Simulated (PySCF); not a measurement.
C3H4FNSi, SMILES F[Si@H]1C=CC=N1.

The structure is a stationary point at ωB97X-D3(BJ)/def2-SVP. The structure was generated by enumeration; whether it is a known compound was not checked.

Method: TDA-M06-2X/def2-SVPD in PySCF.

Vertical excitations. 

Computed lowest excited states:
| state | energy (eV) | λ (nm) | f | main pairs |
|---|---|---|---|---|
| S1 | 3.61 | 344 | 0.001 | HOMO→LUMO 91 % |
| S2 | 5.22 | 237 | 0.062 | HOMO−1→LUMO 88 % |
| S3 | 5.66 | 219 | 0.014 | HOMO−2→LUMO 88 % |
| S4 | 7.05 | 176 | 0.004 | HOMO→LUMO+3 33 %, HOMO−5→LUMO 13 %, HOMO→LUMO+4 11 %, HOMO→LUMO+2 10 % |
| S5 | 7.19 | 172 | 0.023 | HOMO−3→LUMO 45 %, HOMO−4→LUMO 26 %, HOMO→LUMO+3 7 % |
| S6 | 7.56 | 164 | 0.018 | HOMO→LUMO+1 67 %, HOMO→LUMO+2 14 % |
| S7 | 7.61 | 163 | 0.023 | HOMO−5→LUMO 47 %, HOMO−3→LUMO 18 % |
| S8 | 7.71 | 161 | 0.016 | HOMO−1→LUMO+1 82 % |
| S9 | 7.81 | 159 | 0.007 | HOMO−4→LUMO 22 %, HOMO−1→LUMO+2 21 %, HOMO−5→LUMO 21 %, HOMO−1→LUMO+3 12 % |
| S10 | 8.11 | 153 | 0.003 | HOMO→LUMO+2 41 %, HOMO→LUMO+1 16 %, HOMO→LUMO+5 11 %, HOMO→LUMO+3 8 % |
| T1 | 3.17 | 391 | 0 | HOMO→LUMO 91 % |
| T2 | 3.37 | 367 | 0 | HOMO−1→LUMO 95 % |
| T3 | 5.18 | 240 | 0 | HOMO−2→LUMO 88 % |
| T4 | 5.51 | 225 | 0 | HOMO−3→LUMO 51 %, HOMO−4→LUMO 13 % |
Triplets are in the Tamm–Dancoff approximation.
